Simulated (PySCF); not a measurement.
Numbering as in the mapped SMILES `[CH2:1]=[CH:2][S:3][c:4]1[cH:5][cH:6][cH:7][cH:8][cH:9]1`. Hydrogens are named by the atom that carries them. Ha(C1) is cis to S3; Hb(C1) is trans to S3.

Geometry: PBE0-D3(BJ)/def2-SVP; GIAO absolute shieldings from PySCF 2.14.0 with density-fitted response routines, gas phase, non-relativistic, averaged over equivalent atoms.

At mPW1PW91/pcSseg-1 (200 basis functions, 27 s wall time on 1 thread of an Arm Neoverse V1, shared host):
```json
{"atoms": "C2", "σ (ppm)": "37.4"}
{"atoms": "C5/C9", "σ (ppm)": "39.0"}
{"atoms": "C4", "σ (ppm)": "46.4"}
{"atoms": "C7", "σ (ppm)": "47.9"}
{"atoms": "C6/C8", "σ (ppm)": "48.5"}
{"atoms": "C1", "σ (ppm)": "69.3"}
{"atoms": "S3", "σ (ppm)": "391.8"}
{"atoms": "H(C5)/H(C9)", "σ (ppm)": "23.56"}
{"atoms": "H(C6)/H(C8)", "σ (ppm)": "23.74"}
{"atoms": "H(C7)", "σ (ppm)": "23.76"}
{"atoms": "H(C2)", "σ (ppm)": "24.99"}
{"atoms": "Hb(C1)", "σ (ppm)": "26.11"}
{"atoms": "Ha(C1)", "σ (ppm)": "27.25"}
```

What do these become at PBE0/pcSseg-1?

## Answers


| atoms | σ at PBE0/pcSseg-1 | change |
| --- | --- | --- |
| C2 | 38.4 | +1.0 |
| C5/C9 | 39.9 | +0.9 |
| C4 | 47.3 | +0.9 |
| C7 | 48.9 | +1.0 |
| C6/C8 | 49.3 | +0.8 |
| C1 | 70.3 | +1.0 |
| S3 | 395.0 | +3.2 |
| H(C5)/H(C9) | 23.50 | -0.06 |
| H(C6)/H(C8) | 23.67 | -0.07 |
| H(C7) | 23.69 | -0.07 |
| H(C2) | 24.92 | -0.07 |
| Hb(C1) | 26.04 | -0.07 |
| Ha(C1) | 27.19 | -0.06 |

The largest change is at S3 (sulfide sulfur). Cost: 200 basis functions, 34 s wall time on 1 thread of an Arm Neoverse V1, shared host. The order of the carbon signals is the same at both levels.
